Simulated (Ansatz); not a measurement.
Two isomers of C2H7BO2: A = `CCB(O)O`, B = `BOCCO`.

Gas-phase electronic energies from Ansatz, PBE0-D4/def2-TZVP geometries. CCSD(T)/CBS is the MP2 limit (def2-TZVPP, def2-QZVPP) plus CCSD(T) − MP2 in def2-TZVPP, frozen cores. DFT in def2-TZVPP. B3LYP here is the variant with VWN-RPA as its local correlation; programs differ in this. One conformer a species, not always the lowest.

Problem. Which is lower in electronic energy at CCSD(T)/CBS, and by how much? (Estimate.)

Solution. The calculation gave: A, by 305.0 kJ/mol.

Problem. Give E(B) − E(A) in kJ/mol with PBE-D4, B3LYP, CCSD(T)/def2-TZVPP, B2PLYP, PBE0-D4, HF/def2-TZVPP, CCSD/def2-TZVPP. (An estimate is asked.)

Solution. The calculation gave: PBE-D4 299.4, B3LYP 295.4, CCSD(T)/def2-TZVPP 302.7, B2PLYP 301.1, PBE0-D4 305.5, HF/def2-TZVPP 290.8, CCSD/def2-TZVPP 303.0. None reverses the order clearly.

Largest T1 diagnostic: 0.013.

In def2-TZVPP, CCSD(T) changes the Hartree–Fock value by +12.0 kJ/mol (the triples alone add −0.3 kJ/mol) and MP2 by +23.0 kJ/mol. From PBE to PBE0 (25 % exact exchange), in def2-TZVPP and without D4, E(B) − E(A) moves by +6.3 kJ/mol.
